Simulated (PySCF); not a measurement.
Electron correlation in F³⁺ (fluorine, charge +3)

[He] 2s2 2p2, high-spin 3P determinant. All numbers are calculated (PySCF 2.14, scalar relativity by spin-free X2C-1e, in dyall-acv3z (15s9p4d2f, 76 functions)). Frozen: 1s2; 4 electrons correlated; the 19 highest virtual orbitals of each spin left out.

MP2 pair energies summed by pair of shells (mhartree):

```tsv
pair	energy	share (%)
2s-2p	-50.09	60.1
2s-2s	-25.49	30.6
2p-2p	-7.82	9.4
```

Total MP2 correlation energy: -83.40 mhartree.

Same-spin part -14.17 and opposite-spin part -69.24 mhartree; SCS-MP2 scales them by 1/3 and 6/5 to -87.80 mhartree.
